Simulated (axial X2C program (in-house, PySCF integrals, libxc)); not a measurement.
# Excited states of ZnF⁺ by EOM-EE-CCSD

Computed with an in-house all-electron X2C program for linear molecules (integrals from PySCF): two-component X2C with atomic mean-field Coulomb and Gaunt terms, Gaussian nuclei, basis Zn dyall-acv3z, F dyall-av3z with contracted cores.

R = 1.703 Å (near the PBE0 minimum at charge 1 of the determinant lowest at the starting distance; the state shown can have its own minimum elsewhere).

Hartree–Fock spinors of ZnF⁺ (one of each Kramers pair; a window near the gap, which can cut inner shells):

```tsv
ω	occupied	ε (eV)	character
3/2	yes	-31.43	98% Zn d
5/2	yes	-31.42	100% Zn d
1/2	yes	-31.34	95% Zn d, 3% F p
1/2	yes	-22.11	83% F p, 8% Zn s, 4% Zn d
1/2	yes	-21.78	93% F p, 4% Zn d, 2% Zn p
3/2	yes	-21.74	93% F p, 4% Zn d, 2% Zn p
1/2	no	-8.36	60% Zn s, 25% Zn p, 10% F p
1/2	no	-4.29	83% Zn p, 9% Zn d, 7% F p
3/2	no	-4.26	83% Zn p, 9% Zn d, 7% F p
1/2	no	-2.81	62% Zn p, 20% Zn s, 12% Zn d
1/2	no	-2.49	70% Zn s, 14% Zn p, 13% Zn d
1/2	no	-1.67	99% Zn p
```

Vertical excitation energies from the closed-shell determinant state of ZnF⁺:

| Ω | excitation (eV) | cm⁻¹ | hole of the leading pair | particle of the leading pair | weight of the pair (for Ω = 0 its time-reversed partner can hold as much again) | singles weight |
| --- | --- | --- | --- | --- | --- | --- |
| 2 | 4.109 | 33145 | 90% F pπ, 7% Zn dπ | 63% Zn sσ, 15% Zn pσ, 14% F pσ | 0.93 | 0.93 |
| 1 | 4.129 | 33301 | 90% F pπ, 7% Zn dπ | 63% Zn sσ, 15% Zn pσ, 14% F pσ | 0.55 | 0.93 |
| 0⁻ | 4.152 | 33491 | 90% F pπ, 7% Zn dπ | 63% Zn sσ, 15% Zn pσ, 14% F pσ | 0.46 | 0.93 |
| 0⁺ | 4.152 | 33491 | 90% F pπ, 7% Zn dπ | 63% Zn sσ, 15% Zn pσ, 14% F pσ | 0.46 | 0.93 |
| 1 | 4.351 | 35091 | 90% F pπ, 6% Zn dπ | 63% Zn sσ, 16% Zn pσ, 13% F pσ | 0.55 | 0.92 |
| 0⁻ | 4.651 | 37516 | 75% F pσ, 12% Zn dσ, 8% Zn sσ | 62% Zn sσ, 16% Zn pσ, 14% F pσ | 0.47 | 0.95 |
| 1 | 4.651 | 37517 | 75% F pσ, 12% Zn dσ, 8% Zn sσ | 62% Zn sσ, 16% Zn pσ, 14% F pσ | 0.94 | 0.95 |
| 0⁺ | 5.738 | 46278 | 72% F pσ, 16% Zn dσ, 8% Zn sσ | 61% Zn sσ, 22% Zn pσ, 11% F pσ | 0.45 | 0.92 |
| 1 | 8.947 | 72161 | 91% F pπ | 83% Zn pπ, 10% F pπ | 0.74 | 0.93 |

This point took 86 s on 1 thread of Arm Neoverse V1, with other jobs on the host.

Reference electrons by ω block (each with its −ω partner): 1/2: 13, 3/2: 5, 5/2: 1. 18 electrons of ZnF⁺ correlated (inner shells frozen), 84 natural virtual spinors (a truncated set); levels can be off by some tenths of an eV. Roots sought by Ω: (0: 5, 1: 4, 2: 3, 3: 1); rows need 60 % singles weight and stop where some Ω has no more roots. Missing are any skipped roots, higher Ω and states of a further excitation; these come out far too high here and may in truth be low or lowest. T1 of the reference 0.025 (Lee–Taylor). Some roots did not converge and are left out. Number of frozen shells: Zn 3 s, 2 p; F 1 s. Large amplitudes in the reference (orbital relaxation or multireference character) lower the reliability.
